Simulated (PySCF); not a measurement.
These compounds are isomers of formula C5H6F5P.

A. `C(P=C(C)C)(F)(F)C(F)(F)F`
B. SMILES C(=C)P(C)C(F)(F)C(F)(F)F
C. SMILES CC/C=P\C(F)(F)C(F)(F)F

Spectrum 1. $^{1}$H NMR (500 MHz, computed): δ 7.02 (m, 1H), 6.23 (m, 1H), 5.77 (m, 1H), 1.62 (m, 3H). $^{13}$C{$^{1}$H} NMR (computed): δ 144.8 (CH), 131.8 (CH2), 129.6 (C), 128.2 (C), 5.7 (CH3).

Spectrum 2. $^{1}$H NMR (500 MHz, computed): δ 2.99 (m, 3H), 2.64 (m, 3H). $^{13}$C{$^{1}$H} NMR (computed): δ 230.9 (C), 129.3 (C), 128.6 (C), 34.6 (CH3), 29.7 (CH3).

Spectrum 3. $^{1}$H NMR (500 MHz, computed): δ 9.20 (m, 1H), 3.38 (m, 2H), 1.22 (t, 3H). $^{13}$C{$^{1}$H} NMR (computed): δ 217.4 (CH), 129.1 (C), 128.0 (C), 34.7 (CH2), 17.1 (CH3).

PySCF 2.14.0 with density-fitted response routines calculation with geometry from GFN2-xTB and NMR shieldings at PBE0/pcSseg-1/GIAO; rapidly exchanging positions averaged, in vacuum, non-relativistic, one conformer.

Scale: TMS for $^{1}$H (σref 31.72) and $^{13}$C (σref 186.93) (reference shieldings calculated alike). Splittings of carbon signals by F and P are missing where no couplings were computed. Where no couplings were computed, multiplicities follow the n + 1 count of equivalent neighbours, and m marks all less simple cases (inequivalent or close neighbours, rings, F or P nearby). Shifts are as computed. Against solution values, carbons near 30 ppm lie about +3 ppm off and those near 130 ppm about +5 ppm. Of 1211 compounds with measured shifts, 218 miss one by over three times the rms of a fit or turn the order of signals round; such compounds aren't used in these exercises.

Which spectrum belongs to which compound?

Answers

1–B, 2–A, 3–C.

- Spectrum 1 (B): 5 $^{13}$C signals; δC 144.8 is an alkene CH; δC 131.8 is a terminal =CH2 carbon.
- Spectrum 2 (A): 5 $^{13}$C signals; δC 129.3 is a CF3 carbon; δC 128.6 is a fully substituted sp3 carbon bonded to 2 F and P.
- Spectrum 3 (C): 5 $^{13}$C signals; δC 129.1 is a CF3 carbon; δC 128.0 is a fully substituted sp3 carbon bonded to 2 F and P.
